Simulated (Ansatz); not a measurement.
`[CH3][Zr]([NH2])([F])[F]` + H–F → `[CH3][Zr]([F])([F])[F]` + NH₃ at 700 K and 1 bar (ligand exchange at a Zr–N bond).

Program: Ansatz. Geometries: PBE0-D4/def2-TZVP. ΔE: electronic, gas phase. CBS: MP2 limit from def2 TZ/QZ plus the TZ coupled-cluster correction, frozen cores. This one scheme is used for every species. def2 core potentials past Kr. For Zr outer-core shells are correlated without core-valence functions, which leaves a few kJ/mol of doubt a bond. One conformer a species, not always the lowest.

| species | CCSD(T)/CBS energy (Eh) | H − E (kJ/mol) | S (J/(mol·K)) |
| --- | --- | --- | --- |
| `[CH3][Zr]([NH2])([F])[F]` | -342.54494 | 252.0 | 513.1 |
| H–F | -100.39570 | 45.2 | 198.5 |
| `[CH3][Zr]([F])([F])[F]` | -386.47392 | 180.5 | 469.6 |
| NH₃ | -56.50880 | 116.9 | 226.5 |

H − E and S are ideal-gas, rigid-rotor, harmonic terms from PBE0-D4/def2-TZVP, for one conformer and one mirror image of each species. 1 Eh = 2625.50 kJ/mol, R = 8.31446 J/(mol·K).

**Question.** By hand: ΔE, ΔH, ΔS and ΔG.

**Answer.** ΔE = (-386.47392) + (-56.50880) − (-342.54494) − (-100.39570) = -0.04208 Eh = -110.5 kJ/mol. Δ(H − E) = 180.5 + 116.9 − 252.0 − 45.2 = 0.2, so ΔH = -110.3 kJ/mol. ΔS = 469.6 + 226.5 − 513.1 − 198.5 = -15.5 J/(mol·K). ΔG = -110.3 − 700 × (-15.5)/1000 = -99.5 kJ/mol.

**Question.** By hand: the equilibrium constant, and the temperature at which ΔG would vanish if ΔH and ΔS stayed fixed.

**Answer.** log₁₀ K = −ΔG/(RT ln 10) = 7.4. ΔG = 0 at ΔH/ΔS = 7116 K, far beyond where these terms or the molecules hold.

ΔH outweighs TΔS. A doubt of 5 kJ/mol in ΔE shifts log₁₀ K by 0.4 here. Other conformers and mirror images would add mixing entropy, several J/(mol·K) or more a flexible species. These are equilibria of isolated gas molecules and say nothing of rates. Largest T1 diagnostic: 0.017 (customary marks: 0.02 for closed shells, 0.045 for open ones).
